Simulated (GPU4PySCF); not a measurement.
Computed shifts of a molecule C12H10N2, PBE0/pcSseg-1 (GPU4PySCF), GIAO, gas phase, equivalent atoms averaged, in ppm (number of nuclei): ¹³C: 157.1 (2), 141.6 (2), 138.5 (2), 135.0 (4), 118.6 (2). ¹⁵N: 582.9 (2). ¹H: 8.49 (2), 8.33 (2), 7.89 (2), 7.73 (2), 7.71 (2). References: ¹³C against TMS (σ = 186.3 ppm); ¹⁵N against NH3 (σ = 267.4 ppm); ¹H against TMS (σ = 31.56 ppm), references at their B3LYP-D3(BJ)/def2-TZVP geometries, non-relativistic (references run with PySCF on processors). Geometry: B3LYP-D3(BJ)/def2-TZVP. One conformer was computed; it need not be the lowest.

Which structure fits?
A. Cn1cc(C#N)c(-c2ccccc2)c1
B. c1ccc(/N=N/c2ccccc2)cc1
C. C=Cc1cncc(-c2ccccc2)n1
D. C(=C\c1ccccn1)/c1cccnc1

B, c1ccc(/N=N/c2ccccc2)cc1
